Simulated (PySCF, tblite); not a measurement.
Species: C7H10F2Si.
Cartesian coordinates in Å at the GFN2-xTB level; atoms count from 1:
```xyz
20
C7H10F2Si angstrom
C     -2.250    2.321    0.539
C     -1.722    1.240    0.530
Si    -0.873   -0.408    0.509
C     -2.072   -1.817    0.916
C      0.855   -0.352    1.338
C      1.530   -0.229   -0.042
C      1.967    1.199   -0.287
F      2.487    1.353   -1.533
F      2.953    1.574    0.569
C      0.345   -0.584   -0.962
H     -2.713    3.266    0.549
H     -1.580   -2.784    0.898
H     -2.504   -1.677    1.901
H     -2.887   -1.841    0.200
H      1.088    0.474    2.005
H      1.146   -1.270    1.843
H      2.403   -0.874   -0.170
H      1.140    1.918   -0.178
H      0.242    0.092   -1.808
H      0.437   -1.591   -1.360
```

Jobs on this species (20 atoms, 84 electrons) with PySCF (density fitting) and tblite. Hardware of each: Intel Xeon at 2.50 GHz, one thread (shared host). The host was shared with other jobs, so the times are rough.

```tsv
level and settings	work	basis functions	SCF cycles	wall time
PBE0/pcSseg-1	shieldings, ring-centre shieldings, charges and field gradients	227	?	?
GFN2-xTB	L-BFGS relaxation	–	–	3.4 s
GFN2-xTB	Hessian by finite differences	–	–	3.4 s
```

Q: Fill in the missing figures.

A: 
- PBE0/pcSseg-1; shieldings, ring-centre shieldings, charges and field gradients: 2.4 min, 14 SCF cycles

Q: What do all jobs in the table cost together?

A: About 2.5 min; the longest takes about 95 % of that, and about 42 times as long as the shortest.
